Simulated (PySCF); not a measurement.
A calculated (TPSS, PySCF 2.14, x2c-SVPall, the spin-free X2C one-electron Hamiltonian (Gaussian nucleus)) atom or ion has these occupied shells.

```json
{"shell": "1s α", "electrons": "1", "orbital energy (eV)": "-10257.8", "rms radius, mean of both spins (bohr)": "0.0560"}
{"shell": "1s β", "electrons": "1", "orbital energy (eV)": "-10257.7", "rms radius, mean of both spins (bohr)": "0.0560"}
{"shell": "2s α", "electrons": "1", "orbital energy (eV)": "-1286.1", "rms radius, mean of both spins (bohr)": "0.236"}
{"shell": "2s β", "electrons": "1", "orbital energy (eV)": "-1286.1", "rms radius, mean of both spins (bohr)": "0.236"}
{"shell": "2p α", "electrons": "3", "orbital energy (eV)": "-1121.3", "rms radius, mean of both spins (bohr)": "0.211"}
{"shell": "2p β", "electrons": "3", "orbital energy (eV)": "-1121.2", "rms radius, mean of both spins (bohr)": "0.211"}
{"shell": "3s α", "electrons": "1", "orbital energy (eV)": "-170.20", "rms radius, mean of both spins (bohr)": "0.700"}
{"shell": "3s β", "electrons": "1", "orbital energy (eV)": "-170.14", "rms radius, mean of both spins (bohr)": "0.700"}
{"shell": "3p α", "electrons": "3", "orbital energy (eV)": "-120.36", "rms radius, mean of both spins (bohr)": "0.737"}
{"shell": "3p β", "electrons": "3", "orbital energy (eV)": "-120.27", "rms radius, mean of both spins (bohr)": "0.737"}
{"shell": "3d α", "electrons": "5", "orbital energy (eV)": "-39.783", "rms radius, mean of both spins (bohr)": "0.907"}
{"shell": "3d β", "electrons": "5", "orbital energy (eV)": "-39.532", "rms radius, mean of both spins (bohr)": "0.907"}
{"shell": "4s α", "electrons": "1", "orbital energy (eV)": "-26.574", "rms radius, mean of both spins (bohr)": "2.26"}
```

(1) Name the element and its charge.

Answers

(1) Ga(2+) (gallium, charge +2), in [Ar] 3d10 4s1, 2S determinant.
